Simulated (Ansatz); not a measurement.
`C=[N][GaH2]` + `O[BH][Al]([SiH3])[SiH3]` → `O[BH][GaH2]` + `C=[N][Al]([SiH3])[SiH3]`  (redistribution)

Computed with Ansatz on PBE0-D4/def2-TZVP structures; ΔE is electronic, products minus reactants. CBS: MP2 limit from def2 TZ/QZ plus the TZ coupled-cluster correction, frozen cores. DFT in def2-TZVPP. B3LYP here is the variant with VWN-RPA as its local correlation; programs differ in this. For Ga outer-core shells are correlated without core-valence functions, which leaves a few kJ/mol of doubt a bond. Scalar relativity is left out up to krypton. One conformer a species, not always the lowest.

| level | ΔE (kJ/mol) | difference from CCSD(T)/CBS |
| --- | --- | --- |
| PBE-D4 | -63.7 | 2.6 |
| r2SCAN-D4 | -68.4 | -2.1 |
| PBE0-D4 | -65.7 | 0.6 |
| B3LYP-D4 | -70.9 | -4.6 |
| ωB97X-V | -67.5 | -1.2 |
| ωB97M-V | -71.9 | -5.6 |
| B2PLYP | -69.1 | -2.8 |
| PBE | -63.2 | 3.1 |
| r2SCAN | -68.2 | -1.9 |
| PBE0 | -65.3 | 1.0 |
| B3LYP | -70.3 | -4.0 |
| HF/def2-TZVPP | -70.3 | -4.0 |
| MP2/def2-TZVPP | -68.6 | -2.3 |
| SCS-MP2/def2-TZVPP | -67.9 | -1.6 |
| CCSD/def2-TZVPP | -66.7 | -0.4 |
| CCSD(T)/def2-TZVPP | -65.2 | 1.1 |
| HF/def2-QZVPP | -69.7 | -3.4 |
| MP2/def2-QZVPP | -69.0 | -2.7 |
| SCS-MP2/def2-QZVPP | -68.1 | -1.8 |
| HF/CBS(def2) | -69.6 | -3.3 |
| MP2/CBS(def2) | -69.7 | -3.4 |
| CCSD/CBS(def2) | -67.7 | -1.4 |
| CCSD(T)/CBS | -66.3 | 0 |

Largest T1 diagnostic among the species: 0.017.
